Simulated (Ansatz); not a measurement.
```yaml
crystal:
  periodic: [false, false, false]
  atoms:
    - {symbol: F, position_ang: [-2.727158, -0.975035, 0.318751]}
    - {symbol: Si, position_ang: [-1.395532, -0.604808, -0.490710]}
    - {symbol: C, position_ang: [-0.130936, 0.055680, 0.696181]}
    - {symbol: Si, position_ang: [1.508677, 0.549411, -0.019395]}
    - {symbol: F, position_ang: [2.449199, 1.092342, 1.157961]}
    - {symbol: H, position_ang: [-1.760355, 0.412072, -1.506802]}
    - {symbol: H, position_ang: [-0.916930, -1.843720, -1.150783]}
    - {symbol: H, position_ang: [0.048212, -0.707901, 1.462470]}
    - {symbol: H, position_ang: [-0.560206, 0.930427, 1.199064]}
    - {symbol: H, position_ang: [1.355212, 1.644734, -1.007513]}
    - {symbol: H, position_ang: [2.195117, -0.610304, -0.638624]}
basis:
  gaussian: {orbitals: def2-TZVPD}
hamiltonian: {xc: {name: BLYP}, dispersion: d4}
multiplicity: 3
output: {forces: true}
```

```sh
$ ansatz run in.yaml --threads 4 --pin off --events-out ev --progress --plain --max-ram 10444MiB
```

It prints (some lines left out):

```
Error: YAML parse error: error: line 18 column 1: unknown field `multiplicity`, expected one of crystal, accuracy, basis, kpoints, hamiltonian, magnetization, projection, total_charge, correlation, batch, efield, external_charges, scf, relax, neb, saddle, md, ramp, phonons, dielectric, real_time, elastic, magnetic_configurations, gw, evaluate, workflow, output, checkpoint, execution
16 |   gaussian: {orbitals: def2-TZVPD}
17 | hamiltonian: {xc: {name: BLYP}, dispersion: d4}
18 | multiplicity: 3
19 | output: {forces: true}
```

Problem. What is wrong with this run?

Solution. The input holds a key that doesn't belong there. The program refused the input.
